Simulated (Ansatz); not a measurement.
Isolated molecules relaxed with PBE0-D4/def2-TZVP in Ansatz; ΔE leaves out vibrations. CCSD(T)/CBS adds triple-zeta CCSD(T) − MP2 to the extrapolated MP2 energy (def2 sets, frozen cores). This one scheme is used for every species. For Ga outer-core shells are correlated without core-valence functions, which leaves a few kJ/mol of doubt a bond. Scalar relativity is left out up to krypton.

Consider the ligand exchange at a Ga–Cl bond: `[F][GaH][Cl]` + H–F → `[F][GaH][F]` + HCl.

```tsv
species	CCSD(T)/CBS(def2) energy (Eh)
`[F][GaH][Cl]`	-2484.20089
H–F	-100.39570
`[F][GaH][F]`	-2124.20216
HCl	-460.38127
```

(1) Work out ΔE.

(2) What do rigid-rotor, harmonic-oscillator terms from PBE0-D4/def2-TZVP frequencies (298.15 K, 1 bar) make of the CCSD(T)/CBS value? (Best estimate.)

Largest T1 diagnostic among the species: 0.015.

## Answers

(1) ΔE = (-2124.20216) + (-460.38127) − (-2484.20089) − (-100.39570) = 0.01316 Eh = +34.6 kJ/mol.

(2) The calculation gave: ΔZPE = -5.0 kJ/mol, ΔH = +29.0 kJ/mol, ΔS = -4 J/(mol·K), ΔG = +30.2 kJ/mol.

At CCSD(T), def2-SVP lies −15.2 kJ/mol from the extrapolated value and def2-TZVPP −5.9 kJ/mol. Leaving LDA and LC-ωPBE aside and taking each functional with its dispersion term where it has one, the values, not all of them listed here, spread over 12.7 kJ/mol, from BLYP-D4 to HSE06-D4.
